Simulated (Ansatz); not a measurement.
Cost against result

The pair of HBr (SMILES Br, atoms 1–2) and SiNH5 (SMILES [SiH3]N, atoms 3–9), both closed shells, in one local arrangement (a lower one may exist), relaxed at PBE0-D4/def2-TZVP:

| atom | x (Å) | y (Å) | z (Å) |
| --- | --- | --- | --- |
| Br1 | -1.1650 | -0.5202 | -2.7967 |
| H2 | -0.2733 | -0.2097 | -1.6282 |
| Si3 | -0.2468 | 0.0455 | 1.1400 |
| N4 | 0.7127 | 0.1350 | -0.3288 |
| H5 | -1.3334 | 1.0415 | 1.0015 |
| H6 | -0.7766 | -1.3345 | 1.2200 |
| H7 | 0.5405 | 0.3429 | 2.3668 |
| H8 | 1.4555 | -0.5477 | -0.4151 |
| H9 | 1.0864 | 1.0473 | -0.5593 |

Interaction energies are counterpoise-corrected; the time is that of the whole pair.

Computed with Ansatz 0.2.0 (basis: as named in each row); correlated methods freeze the cores. Filled d shells of the heavier atoms are correlated. The def2 sets are not built for correlating such inner shells, so the correlated values are less sure here. B3LYP uses VWN-RPA correlation. Extrapolation: Hartree–Fock as exp(−7.88 √X), correlation as X^−2.97.

Times are rough, for one single point on 4 threads of a shared host (Intel Xeon 6975P-C).

The estimate by CCSD(T) at an estimated basis limit (MP2 extrapolated from triple and quadruple zeta, plus CCSD(T) − MP2 in triple zeta) is -8.03 kcal/mol.

| method | basis | time (s) | interaction energy (kcal/mol) | method less estimate |
| --- | --- | --- | --- | --- |
| HF | STO-3G | under 1 | -3.55 | 4.47 |
| PBE-D4 | STO-3G | under 1 | -15.22 | -7.20 |
| SPW92 | def2-SVP | under 1 | -15.13 | -7.11 |
| PBE-D4 | def2-SVP | under 1 | -10.65 | -2.63 |
| PBE0-D4 | def2-SVP | under 1 | -10.48 | -2.45 |
| B3LYP-D4 | 6-31G | under 1 | -14.11 | -6.09 |
| revPBE-D4 | def2-TZVPPD | 1 | -9.52 | -1.50 |
| PBE-D4 | def2-TZVPPD | 2 | -10.47 | -2.45 |
| BLYP-D4 | def2-TZVPPD | 2 | -8.87 | -0.84 |
| B3LYP-D4 | def2-TZVPPD | 2 | -8.92 | -0.89 |
| CCSD(T) | def2-SVP | 2 | -4.13 | 3.90 |
| wB97M-V | def2-SVP | 2 | -7.88 | 0.15 |
| HSE06-D4 | def2-TZVPPD | 2 | -10.13 | -2.10 |
| PBE0-D4 | def2-TZVPPD | 3 | -10.08 | -2.05 |
| r2SCAN-D4 | def2-TZVPPD | 3 | -10.25 | -2.22 |
| B2PLYP | def2-TZVPPD | 4 | -7.15 | 0.88 |
| B97M-V | def2-TZVPPD | 6 | -7.56 | 0.47 |
| wB97M-V | def2-TZVPPD | 6 | -7.49 | 0.54 |
| wB97X-V | def2-TZVPPD | 6 | -7.81 | 0.22 |
| MP2 | def2-QZVPPD | 16 | -9.11 | -1.08 |
| CCSD(T) | def2-TZVPPD | 49 | -6.38 | 1.65 |

T1 diagnostic: at most 0.011.
